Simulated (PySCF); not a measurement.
**Orbital picture of NbS**

HSE06 at R = 2.127 Å; Nb def2-TZVPP with ECP28, S def2-TZVPP; scalar-relativistic core potentials (PySCF 2.14). State: ⁴Σ⁻ (quartet), unpaired electrons σ ↑, δ ↑↑. Only the outer orbitals are listed, counted within each symmetry, core potentials removing the inner ones.

| spin | orbital | occ. | ε (eV) | on Nb (%) | main shells (%) |
| --- | --- | --- | --- | --- | --- |
| α | 6σ | 1 | -17.22 | 8 | 91 S s |
| α | 7σ | 1 | -7.85 | 32 | 64 S p, 29 Nb d |
| α | 3π | 1 | -7.09 | 34 | 65 S p, 31 Nb d |
| α | 3π | 1 | -7.09 | 34 | 65 S p, 31 Nb d |
| α | 8σ | 1 | -5.21 | 95 | 68 Nb s, 25 Nb d |
| α | 1δ | 1 | -5.18 | 100 | 100 Nb d |
| α | 1δ | 1 | -5.18 | 100 | 100 Nb d |
| α | 4π | 0 | -2.75 | 79 | 55 Nb d, 24 Nb p, 20 S p |
| α | 4π | 0 | -2.75 | 79 | 55 Nb d, 24 Nb p, 20 S p |
| α | 9σ | 0 | -2.33 | 75 | 32 Nb p, 28 Nb d, 24 S p |
| β | 2π | 1 | -36.46 | 100 | 100 Nb p |
| β | 2π | 1 | -36.46 | 100 | 100 Nb p |
| β | 6σ | 1 | -17.58 | 7 | 93 S s |
| β | 7σ | 1 | -7.69 | 23 | 75 S p, 18 Nb d |
| β | 3π | 1 | -7.10 | 18 | 81 S p, 16 Nb d |
| β | 3π | 1 | -7.10 | 18 | 81 S p, 16 Nb d |
| β | 8σ | 0 | -2.37 | 102 | 88 Nb s |
| β | 4π | 0 | -1.54 | 85 | 72 Nb d, 13 S p, 12 Nb p |
| β | 4π | 0 | -1.54 | 85 | 72 Nb d, 13 S p, 12 Nb p |

Question: Which are the highest filled and the lowest empty level, where do they sit, and how wide is the gap?

Answer: Highest filled α 1δ at -5.18 eV (in %: 100 Nb d); lowest empty α 4π at -2.75 eV (in %: 55 Nb d, 24 Nb p, 20 S p); the gap at HSE06 is 2.43 eV.

| Item | Value |
| --- | --- |
| bond order (Mayer) | 2.46 |
| ⟨S²⟩ | 3.819 |
| charge on Nb (Mulliken, basis-dependent) | 0.37 |
| charge on Nb (Löwdin, basis-dependent) | -0.27 |
| dipole moment (positive dipole means Nb(−)S(+)) | -4.61 D |

Shares are Mulliken populations and can fall outside 0 to 100 %.

Spin–orbit coupling is left out. With d or f electrons several states lie close, and the lowest PBE0 determinant need not be the measured ground state.
